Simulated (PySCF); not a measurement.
EuF: one state, many levels of theory

State: nonet, about 7.0 electrons in the 4f shell (Mulliken). Set-up: PySCF, spin-free X2C with a Gaussian nucleus, basis sets Eu x2c-SVPall, F x2c-SVPall. De refers to Eu (4f7 6s2) + F in their high-spin ground configurations, without counterpoise correction. The functionals are run spin-unrestricted. A positive dipole means Eu(−)F(+).

```csv
Level,Re (Å),ωe (cm⁻¹),De (eV),μ (D),"CPU s a point (SCF and correlation, without the integrals)"
UHF,2.107,507,n/a,-3.80,1.8
UHF-MP2,2.048,539,n/a,n/a,3.1
UHF-SCS-MP2,2.064,531,n/a,n/a,n/a
LDA,2.008,557,6.90,-3.06,1.3
PBE,2.048,525,6.18,-3.16,2.1
r²SCAN,2.049,530,6.26,-3.33,2.8
PBE0,2.051,531,5.78,-3.39,4.6
r²SCAN0,2.054,532,5.83,-3.54,3.9
LC-ωPBE,2.051,532,6.14,-3.10,9.4
```

The bond length runs from 2.008 Å (LDA) to 2.107 Å (UHF). De spans 5.78 eV (PBE0, global hybrid GGA) to 6.90 eV (LDA, local density).

Correlated steps freeze 19 core orbitals. These are scalar-relativistic numbers at best; spin–orbit coupling would shift them, the dissociation energy most. With d or f electrons several states lie close, and the lowest PBE0 determinant need not be the measured ground state.

The whole job (state search and all levels along the bond) took about 5.8 min on 2 threads of AMD EPYC 7B13 (shared host), peak memory 3.9 GiB.
